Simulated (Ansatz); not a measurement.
C$_{2}$H$_{3}$FOSi, SMILES `O[SiH]1C=C1F` at its PBE0-D4/def2-TZVP geometry, where that method's forces vanish. Charge 0, multiplicity 1.

```xyz
8

O    -1.9523    0.2088    0.4509
Si   -0.3883   -0.2265    0.6437
C     0.7573   -0.6154   -0.7054
C     1.0209    0.5596   -0.1265
F     1.9345    1.4901   -0.3505
H    -2.1861    0.6594   -0.3633
H    -0.3614   -0.8752    1.9665
H     1.1754   -1.2008   -1.5154
```

(1) What forces (eV/Å) does B3LYP-D4/def2-TZVPP give on these atoms in the Gaussian-basis code of Ansatz? (An estimate is asked.)

Answers

(1) The calculation gave: 
```
O1  -0.111  0.041 -0.031
Si2  0.060 -0.121  0.213
C3   0.068 -0.064 -0.105
C4  -0.249 -0.282  0.048
F5   0.318  0.318 -0.082
H6  -0.063  0.020 -0.014
H7  -0.002  0.042 -0.083
H8  -0.021  0.047  0.053
```

B3LYP here is the variant with VWN-RPA as its local correlation; programs differ in this.
